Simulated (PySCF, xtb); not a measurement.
WO2Cl2, SMILES [O]=[W](=[O])([Cl])[Cl], multiplicity 1.

Harmonic wavenumbers (cm⁻¹) from GFN2-xTB in xtb 6.7.1 at its own minimum, in rising order: 119, 153, 174, 185, 248, 348, 351, 853, 884.

Problem. What does PySCF with PBE-D3(BJ)/def2-SVP give at its own minimum? (An estimate is asked for; the answer gives what the named calculation found.)

Solution. 107, 151, 207, 219, 336, 408, 418, 973, 1002. Paired by order, the mean absolute difference is 59 cm⁻¹ and the zero-point energies are 4.7 and 5.5 kcal/mol.
